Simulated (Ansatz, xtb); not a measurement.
**Ranking isomers of GaH5OSi**

3 gas-phase structures of GaH5OSi, from a drawn sample of its isomers (lower ones may exist). Each was relaxed with GFN2-xTB:

A. `O[SiH2][GaH2]`, a singlet
B. `[SiH3][O][GaH2]`, a singlet
C. `[OH][GaH][SiH3]`, a singlet

Task: Make a reasoned guess at their ranking by r2SCAN-D4/def2-SVP single-point energy.

Result: Calculated order at r2SCAN-D4/def2-SVP: B (0.000), C (0.916), A (1.257) eV.

Energies above the lowest of each column, in eV; the last columns are at PBE0-D4/def2-SVP geometries:

```
structure  GFN2-xTB  HF/STO-3G  r2SCAN-D4/def2-SVP  PBE0-D4/def2-SVP  CCSD(T)/def2-TZVP
        B     0.000      0.000               0.000             0.000              0.000
        C     1.031      1.041               0.916             0.621              0.890
        A     1.580      2.284               1.257             0.781              0.954
```

Every level run on B puts it lowest or level with the lowest. Flexible structures stand in one conformer each, not always the lowest.

Programs: Ansatz 0.2.0, xtb 6.7.1.
